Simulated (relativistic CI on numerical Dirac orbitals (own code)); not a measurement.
# Radial parameters of Pr XXX

Calculated at this level of theory: Dirac-Coulomb-Breit CI, orbitals from a KLI potential per configuration, QED by a radiative potential, unscaled Slater integrals (own radial code, finite nucleus).

Slater integrals F^k, G^k are unscaled and averaged over j, outside the closed core [Ar] 3d10; ζ comes from projecting the Hamiltonian with its Breit term on Σ l·s of the shell.

- 4s4p: G^1(4s,4p) = 238860, ζ(4p) = 157450 cm⁻¹; <r>(4s) = 0.55, <r^2>(4s) = 0.3396, <r>(4p) = 0.5623, <r^2>(4p) = 0.3572 (bohr units).
- 4p²: F^2(4p,4p) = 182410, ζ(4p) = 157310 cm⁻¹; <r>(4p) = 0.5627, <r^2>(4p) = 0.3578 (bohr units).
- 4s4d: G^2(4s,4d) = 175560, ζ(4d) = 19125 cm⁻¹; <r>(4s) = 0.5502, <r^2>(4s) = 0.3399, <r>(4d) = 0.5659, <r^2>(4d) = 0.3657 (bohr units).

Averages of the first 10 configurations, taken without configuration mixing, which lowers the lowest level and can move excited configurations by several eV; other configurations of the list can lie among them:

```json
{"Configuration": "4s²", "Parity": "even", "States": "1", "Average energy above the lowest level (eV)": "1.9"}
{"Configuration": "4s4p", "Parity": "odd", "States": "12", "Average energy above the lowest level (eV)": "79.9"}
{"Configuration": "4p²", "Parity": "even", "States": "15", "Average energy above the lowest level (eV)": "165.9"}
{"Configuration": "4s4d", "Parity": "even", "States": "20", "Average energy above the lowest level (eV)": "198.0"}
{"Configuration": "4d²", "Parity": "even", "States": "45", "Average energy above the lowest level (eV)": "397.5"}
{"Configuration": "4s4f", "Parity": "odd", "States": "28", "Average energy above the lowest level (eV)": "312.4"}
{"Configuration": "4p4d", "Parity": "odd", "States": "60", "Average energy above the lowest level (eV)": "280.6"}
{"Configuration": "4f²", "Parity": "even", "States": "91", "Average energy above the lowest level (eV)": "624.8"}
{"Configuration": "4p4f", "Parity": "even", "States": "84", "Average energy above the lowest level (eV)": "395.1"}
{"Configuration": "4d4f", "Parity": "odd", "States": "140", "Average energy above the lowest level (eV)": "510.3"}
```
